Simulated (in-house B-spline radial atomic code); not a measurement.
**Cs³⁺: [Ne] 3s2 (3p1/2)2 (3p3/2)3 3d10 4s2 4p6 4d10 5s2 5p5 (with a hole in an inner shell)**

All numbers are computed (Dirac-Kohn-Sham B3LYP, spherical fractional occupations; Fermi nucleus of rms radius 4.8041 fm) with a radial B-spline atomic code at the basis-set limit, not measured.

Effective charges: Z_r = [3n² - l(l+1)]/(2<r>) from the radius, Z_e = n√(-2ε) from the energy, and Slater's rules. Values are occupation-weighted means over j. An effective charge above Z reflects the relativistic contraction of the inner shells.

```
shell  electrons   ε (eV)  <r> (bohr)    Z_r    Z_e  Slater
   1s          2   -35943     0.02611  57.46  51.40   54.70
   2s          2  -5722.7      0.1116  53.76  41.02   50.85
   2p          6  -5152.3      0.0979  51.07  38.92   50.85
   3s          2  -1246.7       0.297  45.45  28.72   44.10
   3p          5  -1064.2      0.2938  42.54  26.53   44.10
   3d         10  -785.04       0.271  38.75  22.79   34.85
   4s          2  -271.04      0.6831  35.13  17.85   28.10
   4p          6  -209.65      0.7231  31.81  15.70   28.10
   4d         10  -118.39      0.8042  26.11  11.80   16.85
   5s          2  -59.072       1.623  23.10  10.42   10.60
   5p          5  -42.817       1.851  19.72   8.87   10.60
```

The least bound orbital is 5p3/2 at -42.07 eV, and it is also the most diffuse (<r> = 1.873 bohr). The part-filled 3p shell lies below the filled 5s shell in orbital energy.

For the 1s electron the small component carries 4.12 % of the norm, the zero-frequency Breit interaction raises the level by 91.99 eV, self-energy by 53.26 eV, and vacuum polarisation lowers it by 7.579 eV.

Caution: exact exchange at fractional occupations of open shells leaves self-interaction of up to several eV.
